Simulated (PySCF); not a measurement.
33S chemical shifts

- GIAO PBE0/pcSseg-1 shieldings
- geometry: GFN2-xTB
- program: PySCF
- non-relativistic, gas phase, one conformer, equivalent nuclei averaged

Shieldings were converted by a linear fit to measured shifts: 33S (scatter 33.3 ppm rms vs sulfate, solution or neat liquid). Occasional misses reach two or three times the rms, and more in compound classes unlike the fitted ones.

**Question.** Give the 33S shifts of `Cc1cc(F)ccc1S(=O)(=O)Cl`, `Cc1cc(F)ccc1S(=O)(=O)Cl`, `C=Cc1pc(C2CC2)cs1`.

**Answer.** 
```
               compound           environment  δ (ppm)
Cc1cc(F)ccc1S(=O)(=O)Cl       sulfonyl sulfur       -9
Cc1cc(F)ccc1S(=O)(=O)Cl       sulfonyl sulfur       -9
      C=Cc1pc(C2CC2)cs1  aromatic ring sulfur      -32
```

**Question.** Match the shifts 45, -22, -93 ppm to `CC#CP(C)c1cccs1`, `Cc1ccc(S(=O)(=O)Cl)c(F)c1`, `C#Cc1pc(C(C)C)cs1`.

**Answer.** 45: C#Cc1pc(C(C)C)cs1 (aromatic ring sulfur); -22: Cc1ccc(S(=O)(=O)Cl)c(F)c1 (sulfonyl sulfur); -93: CC#CP(C)c1cccs1 (aromatic ring sulfur).
